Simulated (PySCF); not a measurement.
**How methods differ on the excitation energy of C²⁺**

C²⁺ [He] 2s2 (1S) → C²⁺ [He] 2p2 (3P), as a difference of total energies. Calculation: PySCF 2.14, in x2c-QZVPPall (7s4p3d2f1g, 57 functions); scalar relativity by spin-free X2C-1e. Correlated levels: valence: 1s2 frozen. The calculations carry no spin-orbit coupling.

| method | excitation energy (eV) |
| --- | --- |
| UHF | 15.410 |
| MP2 (valence) | 16.428 |
| SCS-MP2 (valence) | 16.811 |
| CCSD (valence) | 17.169 |

Problem. How much does correlation contribute at MP2 (valence)?

Solution. 16.428 − (15.410) = 1.018 eV, measured against UHF.

A first-order spin-orbit estimate (lowest level to lowest level, LS coupling) adds -0.007 eV.

The basis was made for the ground configuration and has no added diffuse functions, so the excitation energy can come out too high.

With two correlated electrons CCSD is exact in that space.

The coupled-cluster amplitudes are large for the lower state (T1 above 0.03 or a double amplitude above 0.15), so a single reference is strained.
